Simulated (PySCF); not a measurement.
**SMILES C=CC(C#CC)C=C, C₈H₁₀**

Geometry:
```csv
atom,x (Å),y (Å),z (Å)
C1,2.686,0.312,-0.907
C2,1.613,-0.335,-0.495
C3,0.494,0.304,0.285
C4,-0.760,0.132,-0.438
C5,-1.787,-0.047,-1.030
C6,-3.031,-0.221,-1.747
C7,0.384,-0.348,1.639
C8,0.561,0.289,2.780
H9,2.828,1.362,-0.709
H10,3.469,-0.177,-1.461
H11,1.482,-1.388,-0.704
H12,0.693,1.375,0.407
H13,-3.872,0.038,-1.104
H14,-3.139,-1.258,-2.067
H15,-3.047,0.423,-2.626
H16,0.146,-1.404,1.621
H17,0.796,1.341,2.814
H18,0.477,-0.210,3.731
```

Theory: GIAO B3LYP/pcSseg-1 magnetisability, rotational g tensor and spin-rotation constants, non-relativistic, gas phase (PySCF 2.14.0). Geometry: GFN2-xTB.

(1) Give the nuclear spin-rotation constants along the inertial axes (H = +C I·J) beside the isotropic shieldings.

(2) How do the rotational constants and the g tensor change when H9, H10, H11, H12, H13, H14, H15, H16, H17, H18 are replaced by deuterium?

## Answers

(1) Rotational constants 2.6091, 1.2256, 0.8836 GHz. A star marks the isotopologue with that one atom substituted, in its own axes.
| atom | isotope | Caa (kHz) | Cbb (kHz) | Ccc (kHz) | mean (kHz) | σ (ppm) |
| --- | --- | --- | --- | --- | --- | --- |
| H9 | 1H | -0.263 | -0.126 | 0.065 | -0.108 | 26.6 |
| H10 | 1H | -0.235 | 0.023 | -0.053 | -0.088 | 26.8 |
| H11 | 1H | -0.273 | -0.123 | 0.078 | -0.106 | 25.9 |
| H12 | 1H | -0.293 | -0.123 | 0.042 | -0.125 | 28.5 |
| H13 | 1H | -0.245 | 0.000 | -0.085 | -0.110 | 29.8 |
| H14 | 1H | -0.263 | -0.123 | 0.009 | -0.126 | 29.9 |
| H15 | 1H | -0.239 | -0.051 | -0.050 | -0.114 | 29.8 |
| H16 | 1H | -0.274 | -0.123 | 0.079 | -0.106 | 25.9 |
| H17 | 1H | -0.264 | -0.127 | 0.066 | -0.108 | 26.6 |
| H18 | 1H | -0.235 | 0.023 | -0.053 | -0.088 | 26.8 |
| C1 | 13C* | 0.518 | 0.373 | 0.353 | 0.415 | 62.8 |
| C2 | 13C* | 0.587 | 0.420 | 0.424 | 0.477 | 32.6 |
| C3 | 13C* | 0.560 | 0.231 | 0.165 | 0.319 | 132.7 |
| C4 | 13C* | 0.058 | 0.448 | 0.326 | 0.277 | 97.7 |
| C5 | 13C* | 0.155 | 0.438 | 0.301 | 0.298 | 96.2 |
| C6 | 13C* | 0.316 | 0.159 | 0.115 | 0.197 | 177.3 |

For the geometry as given, no vibrational averaging.

(2) Constants 2.1406, 1.0302, 0.7532 GHz; g 0.0001, -0.0049, -0.0073, against 0.0002, -0.0058, -0.0086 before.
